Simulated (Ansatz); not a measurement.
Input file for C₂H₆BNSe, SMILES `BC/N=C/[SeH]`:

```yaml
crystal:
  periodic: [false, false, false]
  atoms:
    - {symbol: B, position_ang: [-0.759428, 1.606350, 1.140493]}
    - {symbol: C, position_ang: [-0.853873, 0.193022, 0.502177]}
    - {symbol: N, position_ang: [0.375922, -0.549739, 0.416868]}
    - {symbol: C, position_ang: [0.779733, -0.911402, -0.712053]}
    - {symbol: Se, position_ang: [2.424158, -1.849906, -0.882456]}
    - {symbol: H, position_ang: [0.244568, 2.005033, 1.648889]}
    - {symbol: H, position_ang: [-1.746667, 2.283621, 1.146880]}
    - {symbol: H, position_ang: [-1.533492, -0.331061, 1.201335]}
    - {symbol: H, position_ang: [-1.414446, 0.227277, -0.449509]}
    - {symbol: H, position_ang: [0.249871, -0.722452, -1.655178]}
    - {symbol: H, position_ang: [2.299154, -2.007641, -2.336948]}
basis:
  gaussian: {orbitals: def2-TZVPP}
correlation: {method: ccsd_t}
```

```sh
$ ansatz run in.yaml --threads 4 --pin off --events-out ev --progress --plain --max-ram 10444MiB
```

Log, shortened:

```
Functional definition: HF
  name "HF"
  cite "Fock, Z. Phys. 61, 126 (1930) doi:10.1007/BF01340294"
  parent pbe
  exchange = exact_x
  correlation = 0
1554 factors; integrals over basis functions are off by at most 1.5e-3 eV
mean field evaluation 1: about -69608.1272 eV, gradient 3.7e1 eV
mean field evaluation 2: about -69608.4034 eV, gradient 3.7e1 eV
mean field evaluation 4: about -69612.3511 eV, gradient 5.2e0 eV
mean field evaluation 8: about -69612.4775 eV, gradient 5.4e-1 eV
mean field evaluation 16: about -69612.4810 eV, gradient 2.1e-6 eV
mean field -69612.48097877 eV, -2558.2114909355 hartree, gradient 2.1e-6 eV, S^2 0.000000; 0 other end points of the search recorded, 0 dependent functions left out
13 core orbitals not correlated: weight in the atoms' cores, before any rotation towards them, 1.000 or more for the frozen orbitals, at most 0.000 for the correlated occupied ones
reference -69612.48097877 eV, -2558.2114909355 hartree; 19, 19 occupied and 224, 224 virtual orbitals, 1554 factors
second order -24.60892322 eV of doubles, -0.00000000 eV of singles
cycle   1  -24.82650266 eV  change   -2.2e-1 eV  update   1.1e-1
cycle   2  -25.52184336 eV  change   -7.0e-1 eV  update   3.4e-2
cycle   3  -25.65511844 eV  change   -1.3e-1 eV  update   1.7e-2
cycle   4  -25.64163299 eV  change    1.3e-2 eV  update   4.5e-3
cycle   5  -25.64226206 eV  change   -6.3e-4 eV  update   2.3e-3
cycle   6  -25.64251256 eV  change   -2.5e-4 eV  update   6.8e-4
cycle   7  -25.64208890 eV  change    4.2e-4 eV  update   3.2e-4
cycle   8  -25.64205652 eV  change    3.2e-5 eV  update   1.2e-4
cycle   9  -25.64208022 eV  change   -2.4e-5 eV  update   4.8e-5
cycle  10  -25.64205778 eV  change    2.2e-5 eV  update   1.8e-5
perturbative correction -1.10594806 eV, -0.0406428414 hartree
Total energy: -69639.22898460 eV, -2559.1944620194 hartree
```

Run time 4.5 min (4 threads of an Arm Neoverse V1 on a shared host); peak host memory 6.1 GiB.

MP2 recovers 92.0 % of the CCSD(T) correlation energy and the triples give 4.1 %; T1 = 0.0115.
